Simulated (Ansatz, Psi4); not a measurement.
## Heat of formation of B2O2 (diboron dioxide) from total energies

The species is B2O2 (4 atoms), meant as a singlet with charge 0. SMILES: `O=BB=O`. The shape is that of a PBE0-D4/def2-TZVP optimisation.

Total energies at wB97X/aug-cc-pVDZ (Psi4 1.11); the atoms run unrestricted:

| species | state | energy (Eh) |
| --- | --- | --- |
| B2O2 | singlet | -200.203194 |
| O | triplet | -75.057604 |
| B | doublet | -24.649829 |

Harmonic wavenumbers at PBE0-D4/def2-TZVP, in cm⁻¹: 214, 214, 498, 498, 613, 1985, 2158.

Measured heats of formation of the gaseous atoms at 298.15 K, in kJ/mol: O 249.2, B 570.3. Spin-orbit lowering of the atoms at 298 K (mean of the ground term's levels less their thermal mean, from spectra), in kJ/mol: O 0.40, B 0.00. Take 1 Eh = 2625.50 kJ/mol, 1 cm⁻¹ = 0.0119627 kJ/mol, RT = 2.479 kJ/mol.

Question: What heat of formation follows?

Answer: 
1. Electronic atomisation energy: 2 × (-75.057604) + 2 × (-24.649829) − (-200.203194) = 0.788328 Eh = 2069.8 kJ/mol.
2. Zero-point energy: half the sum of the wavenumbers, 3090 cm⁻¹ = 37.0 kJ/mol.
3. Thermal vibrational enthalpy, Σ hcν̃/(exp(hcν̃/kT) − 1): 4.4 kJ/mol. Translation, rotation and pV of a linear molecule: 3.5 RT = 8.7 kJ/mol.
4. The 4 free atoms carry 5/2 RT each: 24.8 kJ/mol.
5. Spin-orbit coupling lowers the free atoms by 2 × 0.40 + 2 × 0.00 = 0.8 kJ/mol.
6. Atomisation enthalpy at 298 K: 2069.8 − 0.8 − 37.0 − 4.4 − 8.7 + 24.8 = 2043.7 kJ/mol.
7. Sum of the atoms' heats of formation: 1639.0 kJ/mol. Heat of formation: 1639.0 − 2043.7 = -404.7 kJ/mol.

The tabulated value is -456.1 kJ/mol (NIST-JANAF tables; in doubt: it rests on an older heat of the boron atom), so this level is off by +51.4 kJ/mol, or 2.5 % of the atomisation enthalpy that the table implies (2095.1 kJ/mol). Anharmonicity and any spin-orbit splitting of the molecule are left out.
